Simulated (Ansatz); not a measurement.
Cost and result for the atomization energy of `Cl[SiH2][GeH]1[CH2][O]1` (10 atoms, 10 bonds).

```
atom   x (Å)   y (Å)   z (Å)
 Cl1  -0.615   1.223   2.326
 Si2  -1.215   1.336   0.366
 Ge3  -0.115  -0.399  -0.805
  C4   1.275  -1.386   0.062
  O5   1.707  -0.203  -0.573
  H6  -2.687   1.159   0.306
  H7  -0.849   2.671  -0.163
  H8  -0.436  -0.706  -2.273
  H9   1.323  -1.379   1.151
 H10   1.612  -2.316  -0.398
```

The species carries charge 0 and has multiplicity 1. Correlated methods include outer-core shells of Ge, which these sets cover unevenly. Scalar relativity is left out up to krypton. All single points use the PBE0-D4/def2-TZVP geometry. It is one conformer, not always the lowest. Program: Ansatz. All runs use 4 threads of an Arm Neoverse V2 on a shared host. Times are those of one run each, without the atoms' runs, and a repeat can differ threefold. Electronic energies, without spin–orbit coupling; frozen cores. CCSD(T)/CBS adds CCSD(T) − MP2 in def2-TZVPP to the MP2 limit, and its time is that of the two runs behind it. T1 = 0.014. With those shells the extrapolation isn't a true limit. B3LYP takes the VWN-RPA correlation (the form of Gaussian; ORCA's B3LYP/G).

CCSD(T)/CBS is a level of theory with its own doubt, some kJ/mol a heavy atom from the limit and from the frozen cores, so smaller differences don't rank the functionals.

```
                             level  functions  wall time
   PBE-D4/def2-TZVPP (with forces)        264      2.6 s
                PBE0-D4/def2-TZVPP        264      3.7 s
r2SCAN-D4/def2-TZVPP (with forces)        264      5.5 s
 B3LYP-D4/def2-TZVPP (with forces)        264      5.5 s
                 B2PLYP/def2-TZVPP        264      6.5 s
                ωB97X-V/def2-TZVPP        264      8.5 s
  ωB97M-V/def2-TZVPP (with forces)        264       13 s
                    MP2/def2-QZVPP        493       24 s
                CCSD(T)/def2-TZVPP        264    3.8 min
                 CCSD(T)/CBS(def2)          –    4.2 min
```

Question: What atomization energy does each give, and how far from CCSD(T)/CBS? (Best estimate.)

Answer: Ansatz gave: 
```csv
level,atomization (kcal/mol),difference from CCSD(T)/CBS,per bond
PBE-D4/def2-TZVPP (with forces),787.6,9.9,1.0
PBE0-D4/def2-TZVPP,771.6,-6.1,-0.6
r2SCAN-D4/def2-TZVPP (with forces),779.8,2.1,0.2
B3LYP-D4/def2-TZVPP (with forces),767.6,-10.1,-1.0
B2PLYP/def2-TZVPP,761.2,-16.5,-1.6
ωB97X-V/def2-TZVPP,778.8,1.1,0.1
ωB97M-V/def2-TZVPP (with forces),772.7,-5.0,-0.5
MP2/def2-QZVPP,782.0,4.3,0.4
CCSD(T)/def2-TZVPP,754.8,-22.9,-2.3
CCSD(T)/CBS(def2),777.7,0.0,0.0
```

The D4 term adds +9.9 kcal/mol with B3LYP and +5.2 kcal/mol with PBE0; it sums over pairs of atoms, weighted by their polarisabilities, and B3LYP, whose exchange is more repulsive, gets the larger term. In def2-TZVPP, CCSD(T) changes the Hartree–Fock value by +217.5 kcal/mol (the triples alone add +15.3 kcal/mol) and MP2 by +231.2 kcal/mol; breaking electron pairs costs correlation energy, which Hartree–Fock lacks. From PBE to PBE0 (25 % exact exchange), in def2-TZVPP and without D4, the atomization energy moves by −15.2 kcal/mol: exact exchange takes away binding that semilocal exchange gives to molecules.
